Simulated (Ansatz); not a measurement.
Relaxation of C2H5AlSi (9 atoms, charge 0, multiplicity 1), to a largest force component of 0.015 eV/Å in at most 40 steps.

All numbers below come from Ansatz, RKS B3LYP-D4/def2-SVP.

```xyz
9
Properties=species:S:1:pos:R:3:forces:R:3
C -0.872 1.283 -0.874 -3.42 3.75 -1.89
C -0.220 0.370 -0.288 4.53 -4.29 1.77
Al 1.515 -0.750 -0.220 4.87 1.12 -4.46
Si -0.018 -0.913 1.073 -5.13 -0.19 4.26
H -1.905 1.578 -0.535 0.54 0.01 -0.21
H -0.508 1.865 -1.744 -0.09 -0.21 0.13
H 3.031 -1.150 -0.723 -0.68 0.30 0.01
H -0.968 -2.035 0.843 -0.33 -0.19 0.40
H 0.034 -0.295 2.450 -0.31 -0.30 0.00
```

Task: Where does it end, and by what steps?

Result: It converged. After 9 steps the energy has fallen by 1.544 eV; H7 moved furthest, 0.41 Å.

```json
{"step": "0", "energy less start (eV)": "0.0000", "largest force component (eV/Å)": "5.126", "accepted": "yes"}
{"step": "1", "energy less start (eV)": "-1.3689", "largest force component (eV/Å)": "1.738", "accepted": "yes"}
{"step": "2", "energy less start (eV)": "-1.5062", "largest force component (eV/Å)": "0.658", "accepted": "yes"}
{"step": "3", "energy less start (eV)": "-1.4068", "largest force component (eV/Å)": "1.123", "accepted": "no"}
{"step": "4", "energy less start (eV)": "-1.5387", "largest force component (eV/Å)": "0.282", "accepted": "yes"}
{"step": "5", "energy less start (eV)": "-1.5412", "largest force component (eV/Å)": "0.159", "accepted": "yes"}
{"step": "6", "energy less start (eV)": "-1.5433", "largest force component (eV/Å)": "0.053", "accepted": "yes"}
{"step": "7", "energy less start (eV)": "-1.5430", "largest force component (eV/Å)": "0.120", "accepted": "no"}
{"step": "8", "energy less start (eV)": "-1.5436", "largest force component (eV/Å)": "0.025", "accepted": "yes"}
{"step": "9", "energy less start (eV)": "-1.5437", "largest force component (eV/Å)": "0.007", "accepted": "yes"}
```

```xyz
9
Properties=species:S:1:pos:R:3
C -0.779 1.221 -0.860
C 0.001 0.262 -0.336
Al 1.674 -0.714 -0.320
Si -0.148 -0.940 1.174
H -1.763 1.486 -0.444
H -0.477 1.803 -1.743
H 3.072 -0.892 -1.043
H -1.215 -1.982 1.037
H -0.276 -0.290 2.517
```

Run time: 28 s on 1 thread of Intel(R) Xeon(R) Platinum 8488C (Sapphire Rapids), with other jobs on the host, peak memory 0.19 GiB.
